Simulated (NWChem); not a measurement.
System: C3H6OSi; SMILES [SiH3]C1=CCO1

The following NWChem deck was run.

```
start job
memory heap 200 mb stack 900 mb global 1100 mb
geometry units angstroms
  Si     1.813423    -0.031784    -0.139678
  C     -0.053959    -0.131313    -0.041015
  C     -1.066216    -0.987468    -0.261503
  C     -2.009297     0.089932     0.173452
  O     -0.859022     0.930155     0.378697
  H      2.189884     1.028920    -1.075015
  H      2.350873     0.254707     1.190984
  H      2.268460    -1.338056    -0.618306
  H     -1.183956    -1.994681    -0.597128
  H     -2.674187     0.503635    -0.585758
  H     -2.554131    -0.073728     1.104093
end
basis spherical
  * library 6-31g*
end
dft
  xc b3lyp
  iterations 150
end
driver
  maxiter 120
end
task dft optimize
task dft freq
```

Excerpt of the output:

```
             Northwest Computational Chemistry Package (NWChem) 7.3.0
             --------------------------------------------------------

 CS  symmetry detected

                             Geometry "geometry" -> ""
                             -------------------------

 Output coordinates in angstroms (scale by  1.889725989 to convert to a.u.)

  No.       Tag          Charge          X              Y              Z
 ---- ---------------- ---------- -------------- -------------- --------------
    1 Si                  14.0000     0.02640216    -1.81525505     0.00000000
    2 C                    6.0000    -0.12165819     0.05151598     0.00000000
    3 C                    6.0000    -1.04872253     1.02456905     0.00000000
    4 C                    6.0000     0.06686634     2.02198563     0.00000000
    5 O                    8.0000     0.98029167     0.90983144     0.00000000
    6 H                    1.0000     0.74799671    -2.24059454    -1.20000777
    7 H                    1.0000     0.74799671    -2.24059454     1.20000777
    8 H                    1.0000    -1.34207812    -2.33463127     0.00000000
    9 H                    1.0000    -2.11464770     1.09376738     0.00000000
   10 H                    1.0000     0.18492757     2.63427405    -0.89489634
   11 H                    1.0000     0.18492757     2.63427405     0.89489634

 Effective nuclear repulsion energy (a.u.)     212.0339963121

      Symmetry information
      --------------------

 Group name             Cs
 Group number              2
 Group order               2
 No. of unique centers     9

                                Z-matrix (autoz)
                                --------

 Units are Angstrom for bonds and degrees for angles

[...]

      ----------------------
      Optimization converged
      ----------------------

  Step       Energy      Delta E   Gmax     Grms     Xrms     Xmax
  ---- ---------------- -------- -------- -------- -------- --------
@    4    -482.55819691 -2.8D-06  0.00015  0.00005  0.00062  0.00134
                                     ok       ok       ok       ok

                                Z-matrix (autoz)
                                --------

 Units are Angstrom for bonds and degrees for angles

[...]

 Rotational Constants
 --------------------
 A=   0.400100 cm-1  (  0.575642 K)
 B=   0.083123 cm-1  (  0.119592 K)
 C=   0.071492 cm-1  (  0.102859 K)

 Temperature                      =   298.15K
 frequency scaling parameter      =   1.0000

 Zero-Point correction to Energy  =   49.058 kcal/mol  (  0.078179 au)
 Thermal correction to Energy     =   52.792 kcal/mol  (  0.084129 au)
 Thermal correction to Enthalpy   =   53.384 kcal/mol  (  0.085073 au)

 Total Entropy                    =   76.468 cal/mol-K
   - Translational                =   39.251 cal/mol-K (mol. weight =  86.0188)
   - Rotational                   =   26.009 cal/mol-K (symmetry #  =        1)
   - Vibrational                  =   11.207 cal/mol-K

 Cv (constant volume heat capacity) =   20.845 cal/mol-K
   - Translational                  =    2.979 cal/mol-K
   - Rotational                     =    2.979 cal/mol-K
   - Vibrational                    =   14.886 cal/mol-K

[normal modes left out]

 ----------------------------------------------------------------------------
 Normal Eigenvalue ||           Projected Infra Red Intensities
  Mode   [cm**-1]  || [atomic units] [(debye/angs)**2] [(KM/mol)] [arbitrary]
 ------ ---------- || -------------- ----------------- ---------- -----------
    1       -0.000 ||    0.000167           0.004         0.163       0.047
    2       -0.000 ||    0.000110           0.003         0.108       0.031
    3       -0.000 ||    0.000335           0.008         0.326       0.095
    4       -0.000 ||    0.001098           0.025         1.071       0.312
    5        0.000 ||    0.000761           0.018         0.742       0.216
    6        0.000 ||    0.000005           0.000         0.005       0.001
    7      112.290 ||    0.000706           0.016         0.689       0.201
    8      174.365 ||    0.005251           0.121         5.119       1.492
    9      198.189 ||    0.000514           0.012         0.501       0.146
   10      462.551 ||    0.015002           0.346        14.624       4.263
   11      480.168 ||    0.025707           0.593        25.060       7.305
   12      648.103 ||    0.062173           1.434        60.610      17.667
   13      697.637 ||    0.049416           1.140        48.173      14.042
   14      702.769 ||    0.009351           0.216         9.116       2.657
   15      925.037 ||    0.268604           6.197       261.848      76.325
   16      928.889 ||    0.035093           0.810        34.211       9.972
   17      933.366 ||    0.030672           0.708        29.901       8.716
   18      940.298 ||    0.055273           1.275        53.883      15.706
   19      961.108 ||    0.076470           1.764        74.547      21.729
   20     1000.846 ||    0.016674           0.385        16.254       4.738
   21     1002.852 ||    0.007888           0.182         7.689       2.241
   22     1105.496 ||    0.035998           0.831        35.093      10.229
   23     1115.735 ||    0.000320           0.007         0.311       0.091
   24     1215.360 ||    0.011229           0.259        10.947       3.191
   25     1301.453 ||    0.006051           0.140         5.899       1.720
   26     1510.437 ||    0.000987           0.023         0.962       0.280
   27     1636.486 ||    0.003493           0.081         3.405       0.992
   28     2254.573 ||    0.092154           2.126        89.836      26.186
   29     2260.131 ||    0.143060           3.301       139.462      40.651
   30     2266.940 ||    0.142393           3.285       138.812      40.462
   31     3075.725 ||    0.040639           0.938        39.617      11.548
   32     3130.181 ||    0.022489           0.519        21.923       6.390
   33     3292.097 ||    0.001259           0.029         1.227       0.358
 ----------------------------------------------------------------------------
```

Level: B3LYP/6-31G* (spherical d).
